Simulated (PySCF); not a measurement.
## Energy of Fe (iron, neutral) between two integer charges

The 4s beta orbital of [Ar] 3d6 4s2 is emptied in steps (occupation f), with all orbitals relaxed, ending at [Ar] 3d6 4s1. Computed with PySCF 2.14 in def2-SVP, with no relativity, point nucleus. The exact energy is a straight line in f; departures are measured from the line between the end points of the same method.

```
  f  BHandHLYP (eV)  HSE06 (eV)
  1           0.000       0.000
0.9          -0.147      -0.228
0.7          -0.350      -0.535
0.5          -0.425      -0.635
0.3          -0.365      -0.536
0.1          -0.160      -0.225
  0           0.000       0.000
```

| method | E(f=0) − E(f=1) (eV) | −ε at f=1 (eV) | −ε at f=0.5 (eV) |
| --- | --- | --- | --- |
| BHandHLYP | 7.604 | 5.983 | 7.558 |
| HSE06 | 7.467 | 4.932 | 7.451 |

Orbital energy along the path (eV):

| f | BHandHLYP | HSE06 |
| --- | --- | --- |
| 1 | -5.983 | -4.932 |
| 0.9 | -6.284 | -5.434 |
| 0.7 | -6.906 | -6.433 |
| 0.5 | -7.558 | -7.451 |
| 0.3 | -8.254 | -8.480 |
| 0.1 | -9.014 | -9.554 |
| 0 | -9.367 | -9.614 |

Reference removal energy between the ground levels: 7.902 eV (measured; NIST Atomic Spectra Database, ionization energies). The calculation has no spin-orbit coupling.
